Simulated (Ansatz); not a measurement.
`C[Te]B(O)O` and `OB(O)BS` differ in one atom or group.

Ansatz, PBE0-D4/def2-TZVP geometries, multiplicity 1. Each molecule was computed in one conformer, which needn't be the lowest.

Elements past krypton have def2 core potentials.

```tsv
property	`C[Te]B(O)O`
size of the dipole moment (ωB97M-V/def2-TZVPP) / D	0.87
LUMO energy (B3LYP/def2-TZVPP) / eV	-0.75
LUMO energy (PBE0/def2-TZVPP) / eV	-0.49
LUMO energy (PBE/def2-TZVPP) / eV	-1.31
LUMO energy (ωB97M-V/def2-TZVPP) / eV	1.19
HOMO–LUMO gap (ωB97M-V/def2-TZVPP) / eV	9.32
```

Q: Give the same properties after the change, and the shifts. (An estimate is asked.)

A: Ansatz gave: 
```
                                          property  `OB(O)BS`  shift
size of the dipole moment (ωB97M-V/def2-TZVPP) / D       1.23   0.36
               LUMO energy (B3LYP/def2-TZVPP) / eV      -2.01  -1.26
                LUMO energy (PBE0/def2-TZVPP) / eV      -1.84  -1.35
                 LUMO energy (PBE/def2-TZVPP) / eV      -2.72  -1.41
             LUMO energy (ωB97M-V/def2-TZVPP) / eV       0.17  -1.02
           HOMO–LUMO gap (ωB97M-V/def2-TZVPP) / eV      10.56   1.24
```

With PBE0 the HOMO falls by 2.12 eV and the LUMO falls by 1.35 eV, so the gap widens by about 0.77 eV. PBE moves the HOMO by -1.78 eV and ωB97M-V by -2.27 eV. The zero-point energy changes by -35.4 kJ/mol with -3 modes. Dipoles are sizes alone; their direction can turn.

B3LYP here is the variant with VWN-RPA as its local correlation; programs differ in this.

Spin–orbit coupling is left out; it splits and shifts lone-pair levels of the heavy atoms by tenths of an eV.
